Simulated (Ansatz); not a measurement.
Born–Oppenheimer molecular dynamics of AlF$_{3}$ (4 atoms, charge 0, multiplicity 1). It goes on from the last frame of an earlier run, with new velocities.

Method: RKS PBE/def2-SVP (Ansatz 0.2.0).

```json
{
 "ensemble": "NVT, Langevin thermostat",
 "time step": "1 fs",
 "steps asked": "166",
 "set temperature": "1000 K",
 "friction": "0.005 /fs",
 "seed": "553970"
}
```

First frame:

```xyz
4
Properties=species:S:1:pos:R:3
Al -0.620 0.353 0.633
F -0.440 1.024 2.174
F 0.547 -0.660 -0.090
F -1.869 0.735 -0.343
```

Problem. How far do the bonds stretch over the last three quarters of this one trajectory? (Pairs bonded in most of those frames.)

Solution. 
```tsv
bond	mean (Å)	spread (Å)	shortest	longest
Al1–F2	1.671	0.057	1.59	1.79
Al1–F3	1.669	0.031	1.62	1.73
Al1–F4	1.670	0.041	1.58	1.74
```

Mean temperature of the second half: 574 K. The mean temperature of the second half is 43 % below the set value. A run of 0.17 ps of so small a system gives no equilibrium averages.

Time of the run: 2.9 min on 1 thread of Arm Neoverse V1 (shared host), peak memory 0.1 GiB.
